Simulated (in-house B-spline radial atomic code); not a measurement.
A fraction x of an electron is removed from 5p in the caesium ion Cs⁴⁺, starting from [Kr] 4d10 5s2 5p3 and keeping the highest spin. Computed with a B-spline radial code for spherical atoms: scalar-relativistic (X2C) wB97X, spin-polarised, spherical fractional occupations, Fermi nucleus of rms radius 4.8041 fm.

Caution: exact exchange at fractional occupations of open shells leaves self-interaction of up to several eV.

```tsv
x	E(x) - E(0) (eV)	5p up level (eV)
0	0.0000	-56.128
0.02	1.1243	-56.300
0.2	11.3984	-57.858
0.36	20.7671	-59.252
0.38	21.9539	-59.426
0.5	29.1481	-60.477
0.55	32.1830	-60.917
0.65	38.3186	-61.798
0.78	46.4271	-62.948
0.98	59.1945	-64.729
1	60.4909	-64.908
```

The exact functional would give a straight line between the two integer points. Deviations E(x) - E(0) - x[E(1) - E(0)], in eV: -0.086 at x = 0.02, -0.7 at x = 0.2, -1.01 at x = 0.36, -1.033 at x = 0.38, -1.097 at x = 0.5, -1.087 at x = 0.55, -1 at x = 0.65, -0.756 at x = 0.78, -0.087 at x = 0.98.

The curve lies below the straight line by up to 1.097 eV (at x = 0.5): convex, the delocalisation error, to which spherically averaged exact exchange adds.

How well does Slater's transition state (minus the level at half occupation) give the ionisation energy?

It gives 60.477 eV against 60.491 eV from the two total energies; NIST lists 56.00 eV, ground level to ground level. The end point has an open shell averaged over its orbitals, so its exact exchange keeps a self-interaction and this is no true integer point.
